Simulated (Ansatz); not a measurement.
`C[CH2][SnH2]`• → 2 C• + 7 H• + Sn•  (atomization)

Calculated with Ansatz (gas phase, PBE0-D4/def2-TZVP geometries, no zero-point term in ΔE). CCSD(T)/CBS is the MP2 limit (def2-TZVPP, def2-QZVPP) plus CCSD(T) − MP2 in def2-TZVPP, frozen cores. This one scheme is used for every species, atoms too. For atomizations the MP2-based limit and the directly extrapolated one differ by several kJ/mol either way, and by 10 to 25 for some Ge, Se and Sn compounds, so smaller differences from it don't rank the levels. Functionals use def2-TZVPP. Open shells (•) are unrestricted, without spin–orbit coupling. Spin–orbit coupling would lower the free atoms: a little for C; strongly for Sn. def2 core potentials past Kr. Bonds to Sn are less sure, by a few kJ/mol each and by 10 to 20 or more in all where they break to atoms, as the def2 sets lack core-valence functions.

Question: What is ΔE at CCSD(T)/CBS? (Estimate.)

Answer: Ansatz gave: +33.63 eV.

Question: What do these levels give: BLYP-D4, r2SCAN-D4, B97M-V, PBE0, CAM-B3LYP, HF/def2-TZVPP? (Best estimate.)

Answer: The calculation gave: BLYP-D4 33.31, r2SCAN-D4 33.62, B97M-V 33.80, PBE0 33.41, CAM-B3LYP 33.55, HF/def2-TZVPP 25.14 eV.

Largest T1 diagnostic among the species: 0.013.

At CCSD(T), def2-SVP lies −1.63 eV from the extrapolated value and def2-TZVPP −0.67 eV: correlation converges slowly with the basis, and small sets miss more of it in the bonded molecule than in its fragments. From r2SCAN to r2SCAN0 (25 % exact exchange), in def2-TZVPP and without D4, ΔE moves by −0.26 eV: exact exchange takes away binding that semilocal exchange gives to molecules. The D4 term adds +0.29 eV with B3LYP and +0.15 eV with PBE0; it sums over pairs of atoms, weighted by their polarisabilities, and B3LYP, whose exchange is more repulsive, gets the larger term.

B3LYP here is the variant with VWN-RPA as its local correlation; programs differ in this.
